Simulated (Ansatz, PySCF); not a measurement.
silene (CH₄Si), SMILES C=[SiH2].

The structure is a stationary point at r2SCAN-D4/def2-TZVP.

Vertical ionisation energy (IE) and electron affinity (EA) in eV. Rows of orbital energies are one-electron estimates. Where ΔSCF, EOM or ADC give a negative EA the extra electron is unbound and the value depends on the basis.

```
level                                                                   IE     EA
--------------------------------------------------------------------  ----  -----
−ε(HOMO), −ε(LUMO), B3LYP/def2-TZVPD (PySCF)                          6.41   1.47
−ε(HOMO), −ε(LUMO), PBE/def2-TZVPD (PySCF)                            5.68   2.13
ADC(2)/aug-cc-pVDZ (PySCF)                                            8.44  -0.84
ΔSCF, PBE0/def2-TZVPD (Ansatz), final states of multiplicity 2 and 2  8.74  -0.53
ΔSCF, PBE/def2-TZVPD (Ansatz), final states of multiplicity 2 and 2   8.91  -0.54
```

What vertical singlet–triplet gap does ΔSCF give with PBE0/def2-TZVPD (Ansatz, a program for electronic structure) and with PBE/def2-TZVPD (Ansatz)? (An estimate is asked for; the answer gives what the named calculation found.)

2.53 and 2.72 eV (triplet above singlet where positive).

Beyond the first one, list the lowest photoelectron lines from ADC(2)/aug-cc-pVDZ run with PySCF 2.14.0 with their pole strengths (two spins summed). (The exact figures need the calculation; the answer reports its results.)

12.16 eV (1.74), 12.45 eV (1.79), 13.81 eV (1.72), 16.97 eV (1.70).
